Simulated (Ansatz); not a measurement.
Consider the formal exchange of groups at the Si–B bond: `S[SiH2]BCl` + `C=C=C(O)CO` → `C=C=C(O)[SiH2]S` + `OCBCl`.

Computed with Ansatz on PBE0-D4/def2-TZVP structures; ΔE is electronic, products minus reactants. CCSD(T)/CBS adds triple-zeta CCSD(T) − MP2 to the extrapolated MP2 energy (def2 sets, frozen cores). DFT in def2-TZVPP. One conformer a species, not always the lowest.

(1) Is it downhill or uphill in electronic energy at CCSD(T)/CBS, and by how much? (Estimate.)

(2) What do these levels give: r2SCAN-D4, ωB97X-V, ωB97M-V, B2PLYP, PBE, PBE0, HF/def2-TZVPP, MP2/def2-TZVPP, CCSD(T)/def2-TZVPP, HF/def2-QZVPP, SCS-MP2/def2-QZVPP, HF/CBS(def2)? (An estimate is asked.)

Largest T1 diagnostic among the species: 0.013.

## Answers

(1) Ansatz gave: Downhill: ΔE = -46.3 kJ/mol.

(2) The calculation gave: r2SCAN-D4 -48.8, ωB97X-V -45.6, ωB97M-V -52.1, B2PLYP -48.9, PBE -44.0, PBE0 -44.5, HF/def2-TZVPP -43.4, MP2/def2-TZVPP -51.2, CCSD(T)/def2-TZVPP -43.9, HF/def2-QZVPP -44.6, SCS-MP2/def2-QZVPP -49.1, HF/CBS(def2) -44.7 kJ/mol.
